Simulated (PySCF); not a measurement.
## Adding and removing an electron: MoBr

PBE0; PySCF, scalar-relativistic core potentials, basis sets Mo def2-TZVPPD with ECP28, Br def2-TZVPPD. Neutral (UKS): sextet (σ ↑, π ↑↑, δ ↑↑), Re = 2.434 Å, ωe = 268 cm⁻¹, De = 3.36 eV, HOMO -6.16 eV, LUMO -2.73 eV.

MoBr⁺ (UKS): quintet (σ ↑, π ↑, δ ↑↑), Re = 2.323 Å, ωe = 316 cm⁻¹, De = 2.40 eV to Mo⁺ (4d5) + Br. The energies at the minima are -2642.03989 hartree for MoBr and -2641.73830 for MoBr⁺.

**Question.** Work out the adiabatic ionisation energy, without and with harmonic zero-point energies (1 hartree = 27.2114 eV, 1 eV = 8065.5 cm⁻¹), and the change of the bond length.

**Answer.** At PBE0: 0.30159 hartree = 8.207 eV between the minima; the zero-point term (316.0 − 268.0)/2 cm⁻¹ = +0.003 eV makes it 8.210 eV. Re changes by -11.1 pm against the neutral. The electron leaves a π orbital; in so polar a molecule the change of length follows mostly from the change of the ionic charges.

MoBr⁻ (UKS): septet (σ ↑↑, π ↑↑, δ ↑↑), Re = 2.677 Å, ωe = 161 cm⁻¹, De = 1.11 eV to Mo (4d5 5s1) + Br⁻. The energies at the minima are -2642.03989 hartree for MoBr and -2642.08439 for MoBr⁻.

**Question.** Work out the adiabatic electron affinity, without and with harmonic zero-point energies (1 hartree = 27.2114 eV, 1 eV = 8065.5 cm⁻¹), and the change of the bond length.

**Answer.** At PBE0: 0.04450 hartree = 1.211 eV between the minima; the zero-point term (268.0 − 161.0)/2 cm⁻¹ = +0.007 eV makes it 1.218 eV. Re changes by +24.3 pm against the neutral. The electron enters a σ orbital, and the ion is left as a loose complex of an ion and an atom.

The metal atom is held in its measured ground configuration; semilocal functionals can put another filling of s and d lower by some tenths of an eV, and De to that atom would be smaller. Spin–orbit coupling is left out, which matters for elements this heavy, above all for dissociation energies. For an ion De counts to the pair picked by the measured ionisation energies or electron affinities, which need not be the lowest pair at this level. The highest Kohn–Sham level is positive in this anion. Much of that is self-interaction error, but it also means that the finite basis helps to hold the extra electron. The state is the lowest single determinant that the PBE0 search found; with open d or f shells the true ground state can be another one.
